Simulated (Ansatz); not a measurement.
Breaking the O3–H9 bond in CH6OSi (SMILES C[SiH2]O) (multiplicity 1 held, fragments rigid). Energies count from the point at 0.960 Å.
Geometry at that point (charge 0, multiplicity 1):
```xyz
9

Si    -0.1644     0.4453     0.1776
C      1.5608    -0.2420    -0.0259
O     -1.3280    -0.5822    -0.4007
H     -0.3266     1.6859    -0.6099
H     -0.3997     0.7385     1.6162
H      1.6951    -1.1612     0.5492
H      2.3015     0.4806     0.3267
H      1.7741    -0.4625    -1.0736
H     -1.4835    -1.4062     0.0661
```

Signs of static correlation in cc-pV(D+d)Z, with CASSCF(4,3), from Ansatz (an electronic-structure program) runs.

| R (Å) | T1 of restricted CCSD | ⟨S²⟩ of UHF | largest double amplitude of restricted CCSD | weight of the CASSCF reference in MRCISD | CASSCF natural occupations |
|---|---|---|---|---|---|
| 0.768 | 0.009 | 0.000 | 0.024 | 0.886 | 2.00 1.99 0.01 |
| 0.864 | 0.010 | 0.000 | 0.023 | 0.886 | 2.00 1.99 0.01 |
| 0.960 | 0.010 | 0.000 | 0.023 | 0.885 | 2.00 1.98 0.02 |
| 1.056 | 0.010 | 0.000 | 0.023 | 0.885 | 2.00 1.97 0.03 |
| 1.152 | 0.011 | 0.000 | 0.026 | 0.884 | 2.00 1.96 0.04 |
| 1.296 | 0.012 | 0.000 | ___ | 0.884 | 2.00 1.93 0.07 |
| 1.440 | 0.013 | ___ | 0.056 | 0.884 | 2.00 1.89 0.11 |
| 1.680 | 0.016 | 0.715 | 0.088 | 0.884 | 2.00 1.78 0.22 |
| 1.920 | 0.021 | 0.889 | 0.251 | 0.885 | 2.00 1.62 0.38 |
| 2.207 | 0.028 | 0.964 | 0.427 | 0.885 | 2.00 1.42 0.58 |
| 2.591 | 0.034 | 0.994 | 0.604 | 0.885 | 2.00 1.23 0.77 |
| 3.071 | 0.037 | 1.003 | 0.737 | 0.885 | 2.00 1.10 0.90 |

Problem. Complete the blanks.

Solution. 
- 1.296, largest double amplitude of restricted CCSD: 0.040
- 1.440, ⟨S²⟩ of UHF: 0.228

Doubts at one or more of the structures used: active orbitals that take no part (SC-NEVPT2 on CASSCF(4,3)/cc-pV(D+d)Z); a restricted determinant that unrestricted orbitals would lower (R-CCSD(T)/cc-pV(D+d)Z); other coupled-cluster roots lie near (R-CCSD(T)/cc-pV(D+d)Z); a spin-contaminated determinant (U-CCSD(T)/cc-pV(D+d)Z); T1 above 0.05 (U-CCSD(T)/cc-pV(D+d)Z); the program's own flag: other amplitudes (U-CCSD(T)/cc-pV(D+d)Z).
